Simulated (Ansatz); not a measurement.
CH3ClF2O2W, SMILES `C[O][W](=[O])([F])([F])[Cl]`, 10 atoms. Charge 0, multiplicity 1. Correlated methods include outer-core shells of W, which these sets cover unevenly. W: def2 effective core potential. All runs use 4 threads of an Arm Neoverse V2 on a shared host. Correlated methods freeze the cores.

(1) How many basis functions does each run have, and how long does it take in Ansatz? RKS B2PLYP (frozen core)/def2-TZVPP energy; RKS CAM-B3LYP-D4/def2-TZVPP energy; direct RPA on PBE orbitals/def2-TZVPP energy; RKS PBE0-D4/def2-SVP energy; RKS PBE-QIDH (frozen core)/def2-TZVPP energy; RKS PBE0-D4/def2-TZVP relaxation (15 steps); RKS PBE0-D4/def2-TZVP frequencies; RKS ωB97M-V/def2-SVP energy; RHF-MP2/def2-QZVPP energy; RKS PBE0-D4/def2-QZVPP energy; RHF-CCSD(T)/def2-SVP energy; RHF-MP2/def2-TZVPP energy. (An estimate is asked.)

## Answers

(1) The calculation gave: Other jobs shared the machine, so times are rough.

```json
{"level": "RKS PBE0-D4/def2-SVP", "job": "energy", "functions": "135", "wall time": "1.9 s", "peak host memory (GiB)": "0.6"}
{"level": "RHF-MP2/def2-TZVPP", "job": "energy", "functions": "295", "wall time": "6 s", "peak host memory (GiB)": "0.92"}
{"level": "RKS CAM-B3LYP-D4/def2-TZVPP", "job": "energy", "functions": "295", "wall time": "6 s", "peak host memory (GiB)": "1.1"}
{"level": "RKS ωB97M-V/def2-SVP", "job": "energy", "functions": "135", "wall time": "8 s", "peak host memory (GiB)": "0.6"}
{"level": "RKS B2PLYP (frozen core)/def2-TZVPP", "job": "energy", "functions": "295", "wall time": "9.5 s", "peak host memory (GiB)": "1.1"}
{"level": "RKS PBE-QIDH (frozen core)/def2-TZVPP", "job": "energy", "functions": "295", "wall time": "10 s", "peak host memory (GiB)": "0.98"}
{"level": "direct RPA on PBE orbitals/def2-TZVPP", "job": "energy", "functions": "295", "wall time": "12 s", "peak host memory (GiB)": "0.98"}
{"level": "RKS PBE0-D4/def2-QZVPP", "job": "energy", "functions": "526", "wall time": "13 s", "peak host memory (GiB)": "2.4"}
{"level": "RHF-MP2/def2-QZVPP", "job": "energy", "functions": "526", "wall time": "31 s", "peak host memory (GiB)": "3.6"}
{"level": "RHF-CCSD(T)/def2-SVP", "job": "energy", "functions": "135", "wall time": "36 s", "peak host memory (GiB)": "1.2"}
{"level": "RKS PBE0-D4/def2-TZVP", "job": "relaxation (15 steps)", "functions": "250", "wall time": "84 s", "peak host memory (GiB)": "0.84"}
{"level": "RKS PBE0-D4/def2-TZVP", "job": "frequencies", "functions": "250", "wall time": "3.9 min", "peak host memory (GiB)": "0.86"}
```
